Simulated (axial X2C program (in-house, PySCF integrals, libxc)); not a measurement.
The Sn pπ splitting in different molecules (EOM-EA-CCSD)

Computed with an axial X2C code built on PySCF integrals: two-component X2C with atomic mean-field Coulomb and Gaunt terms, Dyall basis sets with cores contracted in-house.

The first pair of π-type roots with Ω = 1/2 and 3/2, reached by adding an electron to a closed-shell reference; vertical energies, inner shells frozen. Splitting means E(3/2) − E(1/2).

Basis sets: Br dyall-acv3z, Cl dyall-av3z, F dyall-av3z, H dyall-av3z, S dyall-av3z, Sn dyall-acv3z. Correlated electrons in EOM-CCSD (inner shells frozen, about 90 virtual spinors): SnH⁺ 14, SnF⁺ 10, SnS 10, SnCl⁺ 10, SnBr⁺ 10.

```tsv
species	reference	R (Å)	main character	spinor gap ε(3/2) − ε(1/2), HF (cm⁻¹)
SnH	SnH⁺	1.780	85% Sn pπ, 11% H pπ	2000
SnF	SnF⁺	1.955	88% Sn pπ, 7% F pπ	2160
SnS⁻	SnS	2.212	66% Sn pπ, 13% Sn dπ	n/a
SnCl	SnCl⁺	2.383	84% Sn pπ	2210
SnBr	SnBr⁺	2.525	82% Sn pπ, 7% Br dπ	2270
```

(1) Should these pairs be regular or inverted?

EOM-EA-CCSD gives:

| species | binding Ω = 1/2 (eV) | binding Ω = 3/2 (eV) | splitting (cm⁻¹) | lowest root? |
| --- | --- | --- | --- | --- |
| SnH | 7.205 | 6.950 | 2052 | yes |
| SnF | 7.109 | 6.852 | 2078 | yes |
| SnS⁻ | 0.693 | 0.549 | 1163 | yes |
| SnCl | 7.087 | 6.817 | 2178 | yes |
| SnBr | 7.005 | 6.729 | 2228 | yes |

A negative binding energy means unbound at this level; the spinor gap is withheld where the HF spinor is unbound or of another character. A small p share on a heavy partner can supply much of the splitting, and mixing of Ω = 1/2 with σ states shifts it further.

States that need a further excitation are missing; levels can be off by some tenths of an eV, splittings by less.

Answers

(1) Regular: one electron outside a closed shell puts Ω = 1/2 lowest, with the sign of the spinor gap.
